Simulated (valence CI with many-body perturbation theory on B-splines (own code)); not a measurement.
**Valence orbitals of Pr XLVII**

Computed by valence CI with perturbative core correlation (CI+MBPT): three valence electrons over a frozen Dirac-Fock core [Ne], a basis of 11 s, 11 p, 10 d, 8 f, 5 g, 2 h functions for each j, with the one-electron correlation potential Σ1, the two-electron term Σ2, the three-electron term Σ3, Breit, model QED; selected CI, second order for the rest, scaled by the run's own slope (own B-spline code, finite nucleus).

No measured spectrum was set against this ion. As an estimate, large intervals hold to a few tenths of a per cent, small ones and those within an open d or f shell to about a per cent.

These are the spectroscopic orbitals of the CI (the correlating ones are not listed), shaped by the core and the other valence electrons. h is the expectation value of the core's Dirac-Fock operator, without the valence repulsion; Σ1 is computed up to l = 3 at one energy for each symmetry, that of its lowest orbital but kept below the first core excitation, so for empty shells it is not the orbital's own correlation shift; Breit and QED include the response of the core.

```csv
Orbital,h (hartree),Σ1 (cm⁻¹),Breit (cm⁻¹),QED (cm⁻¹),⟨r⟩ (bohr)
3s1/2,-151.94,-6846,21056,16688,0.2447
4s1/2,-82.688,-2313,8226,6722,0.4516
5s1/2,-51.89,-1061,3943,3291,0.7241
6s1/2,-35.568,-580,2210,1857,1.060
7s1/2,-25.889,-353,1363,1149,1.459
8s1/2,-19.683,-231,899,760,1.922
3p1/2,-147.74,-8825,35254,134,0.2315
4p1/2,-80.941,-2916,13799,66.6,0.4424
5p1/2,-51.014,-1347,6739,35.7,0.7176
6p1/2,-35.068,-739,3802,21.1,1.056
7p1/2,-25.577,-450,2353,13.4,1.459
8p1/2,-19.475,-295,1558,9.0,1.925
3p3/2,-142.92,-7955,20736,1770,0.2404
4p3/2,-78.976,-2704,8062,718,0.4542
5p3/2,-50.026,-1264,4194,359,0.7323
6p3/2,-34.503,-698,2369,205,1.074
7p3/2,-25.225,-427,1469,128,1.480
8p3/2,-19.241,-281,974,85.0,1.948
3d3/2,-137.68,-9717,16271,-551,0.2069
4d3/2,-76.981,-2722,5872,-187,0.4253
5d3/2,-49.049,-1214,2795,-87.4,0.7071
6d3/2,-33.951,-659,1559,-48.2,1.052
7d3/2,-24.882,-400,960,-29.5,1.462
3d5/2,-136.56,-8944,7783,92.5,0.2096
4d5/2,-76.499,-2497,2782,76.0,0.4287
5d5/2,-48.8,-1115,1352,45.2,0.7112
6d5/2,-33.807,-606,757,27.8,1.057
7d5/2,-24.791,-369,467,18.1,1.467
4f5/2,-75.431,-2405,587,-85.3,0.3743
5f5/2,-48.271,-1165,400,-46.1,0.6593
6f5/2,-33.506,-656,252,-27.3,1.008
7f5/2,-24.604,-406,168,-17.3,1.420
4f7/2,-75.227,-2319,153,31.5,0.3760
5f7/2,-48.166,-1120,104,13.7,0.6612
6f7/2,-33.445,-629,63.3,7.3,1.010
7f7/2,-24.566,-389,42.2,4.4,1.423
5g7/2,-48.076,,13.6,-19.5,0.5811
6g7/2,-33.391,,13.4,-11.6,0.9305
7g7/2,-24.53,,10.6,-7.4,1.344
5g9/2,-48.015,,2.1,14.4,0.5823
6g9/2,-33.355,,2.1,8.2,0.9318
7g9/2,-24.508,,1.6,5.1,1.345
6h9/2,-33.346,,,,0.8274
6h11/2,-33.322,,,,0.8283
```

Among the shells of the start configuration 3s2 3p1, Σ1 is largest in size for 3p1/2, where it is 0.027 % of h.

Lowest root of each symmetry, sizes in configuration state functions:

```tsv
J	Parity	Roots	Reference	Variational	Second order	Change by selected CI (cm⁻¹)	Change by second order (cm⁻¹)
1/2	even	17	93	11056	9389	-3781	0
3/2	even	24	147	16843	22188	-2076	0
5/2	even	22	153	18892	24657	-3103	-1
7/2	even	12	113	16665	24635	-4653	-1
9/2	even	8	71	13206	22978	-4985	-2
11/2	even	2	28	7321	20823	-10824	-3
1/2	odd	17	90	10617	10721	-3914	0
3/2	odd	25	146	16575	22503	-3702	0
5/2	odd	20	146	17691	26473	-3632	-1
7/2	odd	14	114	16597	27637	-4092	-1
9/2	odd	7	65	12124	20405	-2458	-1
11/2	odd	3	30	9087	19143	-5258	-2
```
